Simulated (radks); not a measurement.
Neutral potassium inside a hard spherical wall (all orbitals vanish at R), configuration held at [Ar] 4s1 and not refilled when levels cross. All-electron calculation, non-relativistic Kohn-Sham, PBE, spin-unpolarised, spherical densities, point nucleus. Program: a radial shooting solver on a logarithmic mesh with Libxc functionals. Eigenvalues in eV, with the zero of energy where the potential of the charges vanishes at infinity; a dash marks a level that is unbound or too diffuse for the functional's potential to be trusted. A positive occupied level is held by the wall or, in an anion where self-interaction has pushed it up, behind a barrier. The pressure on the wall is -dE/dV.

R (bohr)  E (hartree)  kinetic (hartree)    e(2p)    e(3s)    e(3p)   e(4s)  e(4p, empty)  e(5s, empty)  pressure (GPa)
free       -599.70485            599.063  -279.93  -35.040  -18.847  -2.311        -0.812             -               0
15         -599.70472            599.065  -279.91  -35.020  -18.828  -2.298        -0.754         0.629         0.00102
10         -599.69971            599.094  -279.57  -34.692  -18.504  -2.007        -0.133         3.529          0.0851
7          -599.66239            599.230  -278.54  -33.704  -17.538  -0.528         2.285        11.754            1.46
4          -599.19230            600.727  -273.50  -29.668  -13.581  12.944        19.884        60.661            80.3
3          -597.91669            605.062  -263.28  -22.817   -6.288  40.165        50.471        134.55             679
1.5        -569.19048            680.536  -165.19   76.523   98.804  379.38        380.32        831.36           77800
